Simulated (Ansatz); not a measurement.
Reaction (cleavage of the Si–Al bond): `C=CN[SiH2][AlH2]` + H₂S → `C=CN[SiH2]S` + `[AlH3]`

Calculated with Ansatz (gas phase, PBE0-D4/def2-TZVP geometries, no zero-point term in ΔE). CBS: MP2 limit from def2 TZ/QZ plus the TZ coupled-cluster correction, frozen cores. This one scheme is used for every species. DFT in def2-TZVPP. B3LYP here is the variant with VWN-RPA as its local correlation; programs differ in this. Each species was taken in one conformer, which may not be the lowest.

```
             level  ΔE (kcal/mol)  difference from CCSD(T)/CBS
            PBE-D4            1.8                          5.7
         r2SCAN-D4           -0.6                          3.3
           PBE0-D4            0.4                          4.3
          B3LYP-D4           -4.3                         -0.4
           ωB97X-V           -2.9                          1.0
           ωB97M-V           -3.3                          0.6
            B2PLYP           -5.5                         -1.6
               PBE            0.8                          4.7
            r2SCAN           -0.7                          3.2
              PBE0           -0.4                          3.5
             B3LYP           -5.9                         -2.0
     HF/def2-TZVPP          -12.5                         -8.6
    MP2/def2-TZVPP           -4.8                         -0.9
SCS-MP2/def2-TZVPP           -6.5                         -2.6
   CCSD/def2-TZVPP           -4.6                         -0.7
CCSD(T)/def2-TZVPP           -2.9                          1.0
     HF/def2-QZVPP          -12.8                         -8.9
    MP2/def2-QZVPP           -5.5                         -1.6
SCS-MP2/def2-QZVPP           -7.3                         -3.4
      HF/CBS(def2)          -12.8                         -8.9
     MP2/CBS(def2)           -5.8                         -1.9
    CCSD/CBS(def2)           -5.6                         -1.7
       CCSD(T)/CBS           -3.9                            0
```

Largest T1 diagnostic among the species: 0.016.

The D4 term adds +1.6 kcal/mol with B3LYP and +0.8 kcal/mol with PBE0; it sums over pairs of atoms, weighted by their polarisabilities, and B3LYP, whose exchange is more repulsive, gets the larger term. From PBE to PBE0 (25 % exact exchange), in def2-TZVPP and without D4, ΔE moves by −1.2 kcal/mol. In def2-TZVPP, CCSD(T) changes the Hartree–Fock value by +9.5 kcal/mol (the triples alone add +1.6 kcal/mol) and MP2 by +7.7 kcal/mol.
